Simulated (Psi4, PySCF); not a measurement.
Approach curve of the dimer H4Ge ··· Br2 (SMILES [GeH4] and BrBr), singlet. Monomers: optimised at B3LYP-D3(BJ) (def2-TZVP), held rigid. Orientation: lowest of the rigid-body minima from ten starts at GFN2-xTB. Only R, the distance of the centres of mass, is varied, so the lowest point isn't the relaxed dimer.

Geometry at R = 3.62 Å (first 5 atoms: monomer A):
```
7

Ge     0.0000     0.0000     0.0000
H     -0.5776    -0.5427     1.3156
H      0.2206     1.5149     0.1240
H      1.3402    -0.6901    -0.2940
H     -0.9833    -0.2821    -1.1457
Br     1.1982    -0.9314    -3.6912
Br     1.3598     1.2943    -3.0722
```

Levels of theory: M06-2X/def2-TZVP, counterpoise-corrected (Psi4); B3LYP-D3(BJ)/def2-TZVP, counterpoise-corrected (Psi4); RKS-B3LYP/6-31G* = restricted B3LYP/6-31G*, spherical d, no counterpoise correction (PySCF); HF/aug-cc-pVDZ, counterpoise-corrected (Psi4); RMP2/3-21G = restricted MP2 (frozen core)/3-21G, no counterpoise correction (PySCF).

Interaction energies in kJ/mol (negative: bound); R is the distance of the centres of mass, d the H3···Br7 distance.

| R / Å | d / Å | M06-2X/def2-TZVP | B3LYP-D3(BJ)/def2-TZVP | RKS-B3LYP/6-31G* | HF/aug-cc-pVDZ | RMP2/3-21G |
|---|---|---|---|---|---|---|
| 2.98 | 2.77 | 41.11 | 46.62 | 64.85 | 85.20 | 67.83 |
| 3.24 | 3.02 | 8.32 | 13.05 | 29.14 | 40.51 | 23.17 |
| 3.43 | 3.21 | -1.82 | 1.35 | 15.90 | 23.08 | 7.33 |
| 3.62 | 3.40 | -5.73 | -4.37 | 8.56 | 12.91 | -0.67 |
| 3.80 | 3.58 | -6.45 | -6.58 | 4.76 | 7.31 | -4.10 |
| 4.04 | 3.82 | -5.54 | -6.98 | 2.24 | 3.30 | -5.42 |
| 4.36 | 4.14 | -3.80 | -5.72 | 0.95 | 1.03 | -4.76 |
| 4.66 | 4.43 | -2.70 | -4.21 | 0.54 | 0.28 | -3.51 |
| 5.12 | 4.89 | -1.70 | -2.44 | 0.29 | -0.03 | -1.81 |
| 5.83 | 5.60 | -0.73 | -1.09 | 0.08 | -0.05 | -0.48 |
| 6.84 | 6.61 | -0.11 | -0.44 | 0.00 | -0.02 | -0.08 |
| 8.11 | 7.88 | -0.01 | -0.16 | 0.00 | -0.01 | -0.03 |

Lowest grid point: M06-2X/def2-TZVP -6.45 kJ/mol at R = 3.80 Å; B3LYP-D3(BJ)/def2-TZVP -6.98 kJ/mol at R = 4.04 Å; RKS-B3LYP/6-31G* 0.00 kJ/mol at R = 8.11 Å; HF/aug-cc-pVDZ -0.05 kJ/mol at R = 5.83 Å; RMP2/3-21G -5.42 kJ/mol at R = 4.04 Å.
